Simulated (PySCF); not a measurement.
Species: C₆H₉O₃ (doublet state).
SMILES with atom numbers: `[CH2:1][CH2:2][CH2:3][C:4](=[O:5])[O:6][C:7]([CH3:8])=[O:9]` (hydrogens: H10, H11 on C1; H12, H13 on C2; H14, H15 on C3; H16, H17, H18 on C8)

Structure used (GFN2-xTB), in Å, numbered top down from 1:
```xyz
18
C6H9O3 angstrom
C     -3.567    0.073    0.184
C     -2.309    0.707   -0.238
C     -1.078   -0.114    0.143
C      0.201    0.618   -0.175
O      0.299    1.746   -0.538
O      1.262   -0.233    0.046
C      2.577    0.110   -0.184
C      3.452   -1.035    0.241
O      2.939    1.141   -0.650
H     -3.579   -0.661    0.965
H     -4.501    0.414   -0.215
H     -2.316    0.884   -1.320
H     -2.206    1.707    0.213
H     -1.070   -1.075   -0.375
H     -1.078   -0.326    1.216
H      3.182   -1.925   -0.324
H      4.492   -0.782    0.063
H      3.292   -1.243    1.296
```

The hyperfine couplings belong to this conformer and change with its torsions.

Method: UKS B3LYP, pcH-1 on C H O, non-relativistic, mean-field spin-orbit, GIAO (PySCF). The structure is a single GFN2-xTB conformer in the gas phase; no vibrational or solvent corrections. GFN2-xTB frequencies show an imaginary mode (20i cm⁻¹), so this geometry is no minimum at that level. A GFN2-xTB geometry isn't a minimum of the functional, and hyperfine couplings can be far from their values at a DFT geometry. The SCF solution wasn't tested for stability.

Principal values of hyperfine tensors in MHz (contact and dipolar terms together), for some of the nuclei:

| atom | isotope | A1 | A2 | A3 |
| --- | --- | --- | --- | --- |
| H13 | 1H | 153.45 | 156.76 | 168.44 |
| H12 | 1H | 67.18 | 67.79 | 81.65 |
| H10 | 1H | -103.22 | -63.28 | -24.01 |
| H11 | 1H | -102.29 | -63.28 | -23.47 |
| C2 | 13C | -37.69 | -34.09 | -32.64 |
| C3 | 13C | 6.59 | 6.79 | 10.80 |
| H14 | 1H | -4.97 | -4.09 | 4.70 |
| C4 | 13C | -1.34 | -0.96 | -0.15 |

**Question.** Give the isotropic coupling of each nucleus in MHz and in mT (g = 2.0026), and the anisotropic part.

**Answer.** a_iso is a third of the trace, T = A − a_iso, and a(mT) = a(MHz)/(g × 13.996).

```tsv
atom	a_iso (MHz)	a_iso (mT)	T1	T2	T3
H13	159.55	5.692	-6.11	-2.79	8.89
H12	72.21	2.576	-5.03	-4.42	9.44
H10	-63.50	-2.266	-39.72	0.23	39.49
H11	-63.01	-2.248	-39.28	-0.26	39.54
C2	-34.81	-1.242	-2.88	0.71	2.17
C3	8.06	0.288	-1.48	-1.27	2.74
H14	-1.45	-0.052	-3.52	-2.64	6.16
C4	-0.82	-0.029	-0.53	-0.14	0.66
```

**Question.** What spin density at the nucleus of H12 lies behind its contact coupling (g_N = 5.58569)?

**Answer.** a_FC = (2μ0/3) gₑ μB g_N μN ρ(0)/(2S·h) = 800.24 MHz × g_N × ρ(0)/(2S), with ρ in bohr⁻³. With a_FC = 72.21 MHz and 2S = 1, ρ(0) = 0.01615 bohr⁻³. In magnitude that is 5.1 % of the 1/π = 0.318 of a free hydrogen atom.

**Question.** C1 (13C, g_N = 1.40482) isn't in the table. Its spin density at the nucleus is 0.07997 bohr⁻³. What is its contact coupling?

**Answer.** By the same relation, a_FC = 89.9 MHz. Its full tensor has the principal values 8.38, 9.10, 252.22 MHz.

**Question.** In a single crystal, with the field along each principal axis of the tensor of H10 in turn, what first-order splitting does this nucleus give (isotropic g, quadrupole terms neglected)?

**Answer.** 2 lines (I = 1/2), spaced by |A_i|/(g × 13.996): 3.68, 2.26, 0.86 mT along the axes of A1, A2 and A3.

The run took 84 s wall (grids of density and orbitals included) on one thread, Arm Neoverse V2 (aarch64), shared host with 96 logical CPUs at a one-minute load of 19, and the process peaked at 1.0 GiB of memory.
